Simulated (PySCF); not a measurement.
Gas-phase reaction: 2 GaHCl₂ + 2 Cl → 2 GaCl₃ + H₂. Level: ωB97M-V/def2-TZVP†; standard pressure 1 bar.

Method: PySCF energies plus ideal-gas RRHO corrections (1 bar). † marks an energy on the PBE0/def2-TZVP geometry and frequencies. Open shells (unrestricted): Cl (multiplicity 2, electronic degeneracy 6); the rest are closed-shell singlets. Spin-orbit splitting is ignored; it lowers the true energy and changes the entropy of Cl. Ga: all electrons, no relativistic terms. GaHCl₂: computed as isolated molecules; such fragments, hydroxides, amides, oligomers or adducts are transient or little studied in the gas. The harmonic model lacks anharmonicity and excited electronic states, which grow with temperature; levels with a mode under 35 cm⁻¹ are left out.

```json
[
 {"T (K)": "600", "1000/T (1/K)": "1.6667", "log10 K": "44.73"},
 {"T (K)": "800", "1000/T (1/K)": "1.2500", "log10 K": "31.60"},
 {"T (K)": "1000", "1000/T (1/K)": "1.0000", "log10 K": "?"},
 {"T (K)": "1200", "1000/T (1/K)": "0.8333", "log10 K": "18.46"},
 {"T (K)": "1400", "1000/T (1/K)": "0.7143", "log10 K": "14.69"},
 {"T (K)": "1600", "1000/T (1/K)": "0.6250", "log10 K": "11.87"}
]
```

Problem. Fit log10 K = a + b·(1000/T) to the five rows, get the mean ΔH° and ΔS°, and predict log10 K at 1000 K.

Solution. Means: 1000/T = 1.0179, log10 K = 24.270. Sums of products about the means: Sxy = 23.82871, Sxx = 0.755432, so b = Sxy/Sxx = 31.54 and a = 24.270 − (31.54)×1.0179 = -7.83.
ΔH° = −R ln 10 × 1000 K × b = −19.145 × (31.54) = -604 kJ; ΔS° = R ln 10 × a = -150 J/K. The run's own values go from -604 kJ and -150 J/K at 600 K to -606 kJ and -152 J/K at 1600 K.
Prediction at 1000 K: -7.83 + (31.54)×1.0000 = 23.71. The computed value is 23.71, 0.00 from the line.
For scale, ΔH°(298 K) is -606 kJ at this level, -600 kJ at ωB97X-V/def2-TZVP†, and runs from -678 to -417 kJ over the 20 levels computed.
